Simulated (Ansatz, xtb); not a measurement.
# ClGeH6NSi: which of two isomers lies lower

Structure a is `[SiH3][NH][GeH2][Cl]`, a singlet and structure b is `N[Si@H](Cl)[GeH3]`, a singlet. Both are isolated molecules in the gas phase, relaxed with B3LYP-D3(BJ)/def2-SVP; the shapes shown needn't be the lowest conformers.

a (Å):

```csv
atom,x (Å),y (Å),z (Å)
Cl,1.7908,-3.3014,-1.4875
Ge,0.5810,-1.9766,-2.7482
N,-0.3245,-0.7559,-1.7324
Si,-1.7583,-1.0503,-0.7746
H,-2.4349,-2.2321,-1.3781
H,-1.4720,-1.3378,0.6633
H,-2.6601,0.1377,-0.8271
H,0.2294,0.0634,-1.4886
H,-0.4382,-2.8684,-3.4665
H,1.5593,-1.2271,-3.6642
```

b (Å):

```yaml
atoms:
  - { symbol: Cl, position_ang: [-0.4075, -1.0579, -4.2338] }
  - { symbol: Ge, position_ang: [0.5958, -2.6069, -1.1583] }
  - { symbol: N, position_ang: [-2.0548, -0.5758, -1.4963] }
  - { symbol: Si, position_ang: [-0.4683, -0.7204, -2.1511] }
  - { symbol: H, position_ang: [-2.6020, 0.2628, -1.6733] }
  - { symbol: H, position_ang: [-2.6567, -1.3935, -1.4521] }
  - { symbol: H, position_ang: [0.2253, 0.5743, -1.9288] }
  - { symbol: H, position_ang: [0.8177, -2.4007, 0.3555] }
  - { symbol: H, position_ang: [-0.3068, -3.8460, -1.3494] }
  - { symbol: H, position_ang: [1.9551, -2.8889, -1.8271] }
```

Question: Which of the two would you expect CCSD(T)/def2-SVP + ΔMP2/def2-TZVPP electronic energies to favour?

Answer: Structure b; the calculation gives E(b) − E(a) = −5.2 kcal/mol.

The same difference at several levels:

```tsv
level	geometry	E(b) − E(a) (kcal/mol)	departure from the last row (kcal/mol)	job, with rough time for the two
GFN2-xTB	GFN2-xTB	+13.7	+18.9	optimisation, 0.29 s
HF/STO-3G	GFN2-xTB	+6.7	+12.0	single point, 0.36 s
r2SCAN-D4/def2-SVP	GFN2-xTB	−3.2	+2.1	single point, 2.3 s
B3LYP-D3(BJ)/def2-SVP	B3LYP-D3(BJ)/def2-SVP	−5.5	−0.3	optimisation, 58 s
HF/def2-SVP	B3LYP-D3(BJ)/def2-SVP	−0.6	+4.6	part of the CCSD(T) run
MP2/def2-SVP	B3LYP-D3(BJ)/def2-SVP	−2.3	+2.9	part of the CCSD(T) run
CCSD(T)/def2-SVP	B3LYP-D3(BJ)/def2-SVP	−2.8	+2.4	single point
CCSD(T)/def2-SVP + ΔMP2/def2-TZVPP	B3LYP-D3(BJ)/def2-SVP	−5.2		single point, 20 s
```

As drawn, b has 1 Cl–Si, 1 Ge–Si, 1 N–H, 1 Ge–H in place of 1 Ge–N, 1 Cl–Ge, 2 Si–H.

GFN2-xTB, HF/STO-3G put the two in the other order. The largest departure from CCSD(T)/def2-SVP + ΔMP2/def2-TZVPP is that of GFN2-xTB, 18.9 kcal/mol. The last row adds to CCSD(T) the change of the MP2 difference between the two basis sets, here −2.4 kcal/mol.

With harmonic frequencies from B3LYP-D3(BJ)/def2-SVP (ideal gas, rigid rotor, one conformer each, 298.15 K, 1 atm): on the last row, ΔE + ΔZPE = −4.3 kcal/mol. A mode under 50 cm⁻¹ makes harmonic enthalpies and free energies unreliable, so none is given.

The correlated steps freeze 20 core orbitals; the filled d shell of Ge is correlated, in a basis made for valence electrons. Programs: Ansatz 0.2.0, xtb 6.7.1; the last row on 2 threads of Intel(R) Xeon(R) 6975P-C (Granite Rapids) on a shared host.
